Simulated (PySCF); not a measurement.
## Correlation energy of N⁺ (nitrogen, charge +1)

Starting occupation: [He] 2s2 2p2, 2p3/2 with m_j = +1/2, +3/2. Calculation: PySCF 2.14, in x2c-TZVPall-2c with one added diffuse shell each of s, p, d type (6s4p3d1f, 40 functions); X2C-1e with screened-nucleus spin-orbit coupling, Gaussian nucleus. Frozen: 1s2; 4 electrons correlated.

MP2 pair energies summed by pair of shells (mhartree):

```
 pair  energy  share (%)
2p-2s  -45.92       62.7
2s-2s  -19.97       27.2
2p-2p   -7.39       10.1
```

Total MP2 correlation energy: -73.28 mhartree.

The GHF reference relaxed away from the jj start to a determinant that is no pure jj level (⟨S²⟩ = 2.00, ⟨J²⟩ = 6.01); the energies belong to that determinant.
